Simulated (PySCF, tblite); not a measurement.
Isomers of [C6H15NP]- (charge -1), one GFN2-xTB conformer each. Single-point energies are computed at PBE0/pcSseg-1 (PySCF, gas phase, no added dispersion term), electronic only.

Task: Rank them by PBE0/pcSseg-1 energy, lowest first (kJ/mol).
A. `[CH3:1][CH:2]([CH3:3])[CH2:4][P-:5][N:6]([CH3:7])[CH3:8]` (charge -1) with C1–C2–C4–P5 -171°, C2–C4–P5–N6 -176°, C4–P5–N6–C7 -121°
B. `[CH3:1][N:2]([CH3:3])[P-:4][C:5]([CH3:6])([CH3:7])[CH3:8]` (charge -1) with C1–N2–P4–C5 -113°

Result: B (0.0), A (17.5).

Neighbours under 21 kJ/mol apart (CN(C)[P-]C(C)(C)C and CC(C)C[P-]N(C)C) can change places with a better method, another conformer or zero-point energy. GFN2-xTB itself gives, in the same order: 0.0, 4.7. Both levels put the same isomer lowest.

Task: What happens when harmonic zero-point energies from GFN2-xTB frequencies are added?

Result: 
| SMILES | ZPE (kJ/mol) | electronic (kJ/mol) | with ZPE (kJ/mol) |
| --- | --- | --- | --- |
| CN(C)[P-]C(C)(C)C | 521.8 | 0.0 | 0.0 |
| CC(C)C[P-]N(C)C | 522.9 | 17.5 | 18.6 |

The zero-point energies span 1.1 kJ/mol. The order is unchanged.
